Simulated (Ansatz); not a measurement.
Program: Ansatz. Geometries: PBE0-D4/def2-TZVP. ΔE: electronic, gas phase. CCSD(T)/CBS adds triple-zeta CCSD(T) − MP2 to the extrapolated MP2 energy (def2 sets, frozen cores). Functionals use def2-TZVPP. B3LYP here is the variant with VWN-RPA as its local correlation; programs differ in this. def2 core potentials past Kr. For Ge, Te outer-core shells are correlated without core-valence functions, which leaves a few kJ/mol of doubt a bond. Scalar relativity is left out up to krypton. One conformer a species, not always the lowest.

Reaction (substitution at a C–O bond): `[SiH3]OC[TeH]` + `[OH][GeH3]` → `[GeH3][O]C[TeH]` + silanol

```csv
level,ΔE (eV)
PBE-D4,0.04
B3LYP-D4,0.04
B2PLYP,0.00
SCS-MP2/def2-TZVPP,0.00
CCSD/def2-TZVPP,0.00
CCSD(T)/def2-TZVPP,0.00
HF/def2-QZVPP,-0.03
MP2/CBS(def2),0.00
```

(1) What does CCSD(T)/CBS give? (Best estimate.)

Largest T1 diagnostic among the species: 0.012.

Results:

(1) Ansatz gave: +0.01 eV. The listed levels differ from it by 0.03, 0.03, -0.01, -0.01, -0.01, -0.01, -0.04, -0.01 eV.

The D4 term adds +0.03 eV with B3LYP and +0.02 eV with PBE0; it sums over pairs of atoms, weighted by their polarisabilities, and B3LYP, whose exchange is more repulsive, gets the larger term.
